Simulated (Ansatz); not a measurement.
A structure relaxed at PBE-D4/def2-SVP in Ansatz, charge 0, singlet:

```xyz
4

Ti   -0.512    0.536   -1.472
Ti    0.158   -1.522   -0.609
Ti   -0.158    1.522    0.609
Ti    0.512   -0.536    1.472
```

(1) Give its formula and point group.

(2) Summarise the bond lengths by kind (pairs closer than 1.2 times the sum of covalent radii, bridged metal pairs left out).

Answers

(1) Ti4. Point group D4h (tolerance 0.1 Å).

(2) 6 × Ti–Ti 2.33 to 3.30 Å.

The restricted singlet is unstable towards broken spin symmetry at other levels; at PBE-D4/def2-SVP this wasn't settled. Another isomer (quintet) lies 3.10 eV lower at PBE0-D4/def2-TZVP; other spin states weren't run for this one.
